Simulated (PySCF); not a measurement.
# Broadened absorption spectrum of C3H7ClO2S

Species: C3H7ClO2S.
SMILES with atom numbers: `[CH3:1][CH:2]([CH3:3])[S:4](=[O:5])(=[O:6])[Cl:7]` (hydrogens: H8, H9, H10 on C1; H11 on C2; H12, H13, H14 on C3)

Computed, not measured: TDDFT wB97X-D/def2-SVPD, vertical, gas phase, core orbitals frozen in the response (PySCF 2.14.0, density-fitted response routines). One conformer (not necessarily the lowest) at the PBE0-D3(BJ)/def2-SVP geometry, without solvent, vibrations or thermal averaging. Torsions of this conformer, `[CH3:1][CH:2]([CH3:3])[S:4](=[O:5])(=[O:6])[Cl:7]`: C1–C2–S4–O5 177°.

Each state is given a Gaussian of 0.5 eV full width at half maximum, with ε(max) = 2.175×10⁸ f / Δν̃ (Δν̃ the width in cm⁻¹). The width is an assumption, not a result. The curve ends short of the highest state used, and states not computed would add to its high-energy end.

```json
{"λ (nm)": "153.8", "ε (L mol⁻¹ cm⁻¹)": "3296"}
{"λ (nm)": "157.3", "ε (L mol⁻¹ cm⁻¹)": "3987"}
{"λ (nm)": "160.9", "ε (L mol⁻¹ cm⁻¹)": "7270"}
{"λ (nm)": "164.5", "ε (L mol⁻¹ cm⁻¹)": "9643"}
{"λ (nm)": "168.1", "ε (L mol⁻¹ cm⁻¹)": "7493"}
{"λ (nm)": "171.7", "ε (L mol⁻¹ cm⁻¹)": "3626"}
{"λ (nm)": "175.3", "ε (L mol⁻¹ cm⁻¹)": "1211"}
{"λ (nm)": "178.9", "ε (L mol⁻¹ cm⁻¹)": "335"}
{"λ (nm)": "182.5", "ε (L mol⁻¹ cm⁻¹)": "246"}
{"λ (nm)": "186.0", "ε (L mol⁻¹ cm⁻¹)": "708"}
{"λ (nm)": "189.6", "ε (L mol⁻¹ cm⁻¹)": "1829"}
{"λ (nm)": "193.2", "ε (L mol⁻¹ cm⁻¹)": "3320"}
{"λ (nm)": "196.8", "ε (L mol⁻¹ cm⁻¹)": "4353"}
{"λ (nm)": "200.4", "ε (L mol⁻¹ cm⁻¹)": "4274"}
{"λ (nm)": "204.0", "ε (L mol⁻¹ cm⁻¹)": "3258"}
{"λ (nm)": "207.6", "ε (L mol⁻¹ cm⁻¹)": "2009"}
{"λ (nm)": "211.1", "ε (L mol⁻¹ cm⁻¹)": "1087"}
{"λ (nm)": "214.7", "ε (L mol⁻¹ cm⁻¹)": "563"}
{"λ (nm)": "218.3", "ε (L mol⁻¹ cm⁻¹)": "343"}
{"λ (nm)": "221.9", "ε (L mol⁻¹ cm⁻¹)": "262"}
{"λ (nm)": "225.5", "ε (L mol⁻¹ cm⁻¹)": "216"}
{"λ (nm)": "229.1", "ε (L mol⁻¹ cm⁻¹)": "168"}
{"λ (nm)": "232.7", "ε (L mol⁻¹ cm⁻¹)": "116"}
{"λ (nm)": "236.3", "ε (L mol⁻¹ cm⁻¹)": "70"}
{"λ (nm)": "239.8", "ε (L mol⁻¹ cm⁻¹)": "39"}
{"λ (nm)": "243.4", "ε (L mol⁻¹ cm⁻¹)": "19"}
{"λ (nm)": "247.0", "ε (L mol⁻¹ cm⁻¹)": "8"}
{"λ (nm)": "250.6", "ε (L mol⁻¹ cm⁻¹)": "3"}
{"λ (nm)": "254.2", "ε (L mol⁻¹ cm⁻¹)": "1"}
{"λ (nm)": "257.8", "ε (L mol⁻¹ cm⁻¹)": "0"}
```

(1) Locate the maxima and give the states behind the curve.

(2) Coming from long wavelengths, where does ε first pass 100 L mol⁻¹ cm⁻¹?

(3) On this curve, what absorbance would a 10⁻⁴ mol/L sample give at 254 nm over a 1 cm path?

Answers

(1) 198 nm (6.25 eV), ε about 4500, made up of S3 (95%); 165 nm (7.53 eV), ε about 9600, made up of S6 (96%) (ε in L mol⁻¹ cm⁻¹; maxima over ε = 5, shares over 10%). The states used: S1 5.56 eV (f 0.0039); S2 6.03 eV (f 0.0043); S3 6.26 eV (f 0.078); S4 6.35 eV (f 0.0022); S5 7.28 eV (f 0.011); S6 7.54 eV (f 0.172); S7 8.13 eV (f 0.055); S8 8.28 eV (f 0.0008); S9 8.65 eV (f 0.0005); S10 8.66 eV (f 0.041).

(2) At about 234 nm (5.30 eV), 0.26 eV below S1.

(3) 254 nm is 4.881 eV, where ε is about 1.3 L mol⁻¹ cm⁻¹, so A = ε c l ≈ 0.00013 (Beer–Lambert, with the gas-phase spectrum and the assumed width).

The vertical ionisation energy (ΔSCF) is 11.40 eV, 2.73 eV above S10.
